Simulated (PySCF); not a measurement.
C3H7O (SMILES CC(C)=[OH+]), charge +1, singlet, at a GFN2-xTB geometry; DF-SVWN5/pcseg-1 (PySCF).

Input for PySCF:
```python
from pyscf import gto, scf, dft

mol = gto.M(
    atom='''
O    -0.121965   -0.119431    1.327998
C    -0.007982   -0.010990    0.068806
C     0.073735    1.283612   -0.602300
C     0.048491   -1.253400   -0.695854
H    -0.322808    2.104262   -0.004943
H     0.332738   -2.096634   -0.068232
H    -0.402342    1.262464   -1.581957
H     1.130510    1.502235   -0.797786
H     0.692597   -1.168454   -1.569355
H    -0.955880   -1.466878   -1.079958
H    -0.184562    0.703124    1.854335
''',
    basis='pcseg-1',
    charge=1,
    spin=0,
    verbose=4,
)

mf = dft.RKS(mol)
mf.xc = 'lda,vwn'
mf = mf.density_fit(auxbasis='def2-universal-jkfit')
mf.kernel()
mf.analyze()
```

Output, abridged:

```
PySCF version 2.14.0

[INPUT] verbose = 4
[INPUT] num. atoms = 11
[INPUT] num. electrons = 32
[INPUT] charge = 1
[INPUT] spin (= nelec alpha-beta = 2S) = 0
[INPUT] symmetry False subgroup None
[INPUT] Mole.unit = angstrom
[INPUT] Symbol           X                Y                Z      unit          X                Y                Z       unit  Magmom
[...]
nuclear repulsion = 129.22381434036
number of shells = 26
number of NR pGTOs = 149
number of NR cGTOs = 91
basis = pcseg-1
ecp = {}

******** <class 'pyscf.df.df_jk.DFRKS'> ********
method = DFRKS
initial guess = minao
damping factor = 0
level_shift factor = 0
DIIS = <class 'pyscf.scf.diis.CDIIS'>
diis_start_cycle = 1
diis_space = 8
diis_damp = 0
SCF conv_tol = 1e-09
SCF conv_tol_grad = None
SCF max_cycles = 50
direct_scf = False
XC library pyscf.dft.libxc version 7.1.2
    S. Lehtola, C. Steigemann, M. J. T. Oliveira, and M. A. L. Marques,  SoftwareX 7, 1–5 (2018)
XC functionals = lda,vwn
    P. A. M. Dirac,  Math. Proc. Cambridge Philos. Soc. 26, 376 (1930)
    F. Bloch,  Z. Phys. 57, 545 (1929)
    S. H. Vosko, L. Wilk, and M. Nusair,  Can. J. Phys. 58, 1200 (1980)
radial grids:
    Treutler-Ahlrichs [JCP 102, 346 (1995); DOI:10.1063/1.469408] (M4) radial grids

becke partition: Becke, JCP 88, 2547 (1988); DOI:10.1063/1.454033
pruning grids: <function nwchem_prune>
grids dens level: 3
symmetrized grids: False
atomic radii adjust function: <function treutler_atomic_radii_adjust>
small_rho_cutoff = 0
Set gradient conv threshold to 3.16228e-05
Initial guess from minao.
tot grids = 125096
init E= -192.360745865075
[...]
cycle= 1 E= -191.69543069385  delta_E= 0.665  |g|= 0.63  |ddm|= 3.06
[...]
cycle= 2 E= -191.470313171281  delta_E= 0.225  |g|= 1.25  |ddm|= 1.31
[...]
cycle= 3 E= -191.764717001937  delta_E= -0.294  |g|= 0.26  |ddm|= 0.91
[...]
cycle= 4 E= -191.780013632448  delta_E= -0.0153  |g|= 0.0503  |ddm|= 0.25
[...]
cycle= 5 E= -191.780482680087  delta_E= -0.000469  |g|= 0.0162  |ddm|= 0.0472
[...]
cycle= 6 E= -191.78054342657  delta_E= -6.07e-05  |g|= 0.00479  |ddm|= 0.0178
[...]
cycle= 7 E= -191.780549504086  delta_E= -6.08e-06  |g|= 0.000556  |ddm|= 0.00556
[...]
cycle= 8 E= -191.78054957498  delta_E= -7.09e-08  |g|= 0.000101  |ddm|= 0.000606
[...]
cycle= 9 E= -191.780549577114  delta_E= -2.13e-09  |g|= 4.49e-05  |ddm|= 0.000143
[...]
cycle= 10 E= -191.780549577632  delta_E= -5.18e-10  |g|= 7.65e-06  |ddm|= 4.53e-05
[...]
Extra cycle  E= -191.780549577615  delta_E= 1.65e-11  |g|= 1.15e-05  |ddm|= 1.8e-05
converged SCF energy = -191.780549577615
**** SCF Summaries ****
Total Energy =                        -191.780549577615062
Nuclear Repulsion Energy =             129.223814340360178
One-electron Energy =                 -508.851879771828067
Two-electron Energy =                  187.847515853852826
Two-electron Coulomb Energy =          213.320207345493770
DFT Exchange-Correlation Energy =      -25.472691491640937
HOMO-LUMO gap [eV] =                     5.807587433133294
**** MO energy ****
[...]
 ** Mulliken pop on meta-lowdin orthogonal AOs  **
 ** Mulliken pop  **
 ** Mulliken atomic charges  **
charge of    0O =     -0.24289
charge of    1C =      0.44819
charge of    2C =     -0.37656
charge of    3C =     -0.36045
charge of    4H =      0.16521
charge of    5H =      0.18158
charge of    6H =      0.19036
charge of    7H =      0.20971
charge of    8H =      0.18293
charge of    9H =      0.20883
charge of   10H =      0.39310

WARN: System has nonzero charge 1; the dipole moment is origin-dependent.
Location of origin: [0. 0. 0.]

Dipole moment(X, Y, Z, Debye): -0.00962,  1.57293, -0.19981
```
